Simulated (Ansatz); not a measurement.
A nudged elastic band was laid between two geometries of CH5FGe + H2 (10 atoms, charge 0, multiplicity 1).

Theory: RKS B3LYP-D4/def2-SVP (Ansatz).

```yaml
movable_images: 9
climbing_image: yes
spring: 5.0 eV/Å²
optimiser: quadratic models (default)
start_path: through a guess of the saddle point
force_threshold: 0.05 eV/Å
iteration_limit: 60
end_points: relaxed
```

Initial state:

```xyz
10
Properties=species:S:1:pos:R:3
Ge -0.018 0.277 -0.613
F 0.027 -0.277 1.060
H 1.448 0.554 -1.004
C -1.128 1.880 -0.636
H -2.142 1.643 -0.283
H -0.693 2.651 0.016
H -1.194 2.277 -1.661
H -0.622 -0.886 -1.425
H 1.445 -2.616 2.500
H 1.081 -2.029 2.175
```

Final state:

```xyz
10
Properties=species:S:1:pos:R:3
Ge 0.547 0.014 -0.634
F -1.194 -1.029 1.846
H 1.738 0.503 -1.485
C -0.723 1.453 -0.234
H -1.450 1.075 0.497
H -0.199 2.321 0.192
H -1.251 1.767 -1.146
H -0.137 -1.171 -1.340
H 1.147 -0.520 0.702
H -0.274 -0.937 1.732
```

(1) Which bonds break or form, and what moves?

(2) What energy profile does the band end with?

(3) What is the geometry of the highest image?

(4) What are the harmonic wavenumbers there?

Results:

(1) Bonds broken: Ge1–F2, H9–H10. Bonds formed: Ge1–H9, F2–H10. CH5FGe + H2 becomes CH6Ge + FH.

(2) The run converged. The highest image is number 7 of 0 to 10, 2.00 eV above the first end and 1.56 eV above the last; the last end lies 0.44 eV above the first. A vibrational analysis at the climbing image gives one clearly imaginary mode, 1186i cm⁻¹: a first-order saddle point. The orbitals stay closed-shell, which can raise the energy where a bond breaks towards radicals; this wasn't checked here.

```
image  path coordinate (Å)  energy (eV)  Ge1–F2 (Å)  H9–H10 (Å)  Ge1–H9 (Å)
    0                 0.00         0.00        1.76        0.76        4.49
    1                 0.58         0.00        1.76        0.76        4.25
    2                 1.16         0.00        1.76        0.76        3.99
    3                 1.73         0.02        1.76        0.76        3.58
    4                 2.31         0.11        1.77        0.76        3.10
    5                 2.89         0.39        1.78        0.76        2.66
    6                 3.47         1.06        1.84        0.78        2.24
    7                 4.05         2.00        2.10        0.98        1.90
    8                 4.79         0.88        2.64        1.38        1.61
    9                 5.54         0.48        3.12        1.66        1.56
   10                 6.28         0.44        3.20        1.80        1.56
```

(3) 
```xyz
10
Properties=species:S:1:pos:R:3
Ge 0.158 -0.122 -0.328
F -0.629 -0.410 1.593
H 1.538 0.211 -0.963
C -0.873 1.542 -0.368
H -1.913 1.360 -0.069
H -0.427 2.272 0.323
H -0.836 1.956 -1.388
H -0.494 -1.327 -1.020
H 1.234 -1.091 0.897
H 0.446 -0.915 1.451
```

(4) 1186i, 69, 158, 224, 440, 502, 595, 707, 812, 833, 862, 889, 991, 1164, 1255, 1428, 1436, 1625, 2019, 2067, 2172, 3043, 3140, 3168 cm⁻¹.

Time of the run: 10 min on 2 threads of Arm Neoverse N1, with other jobs on the host, peak memory 0.22 GiB.
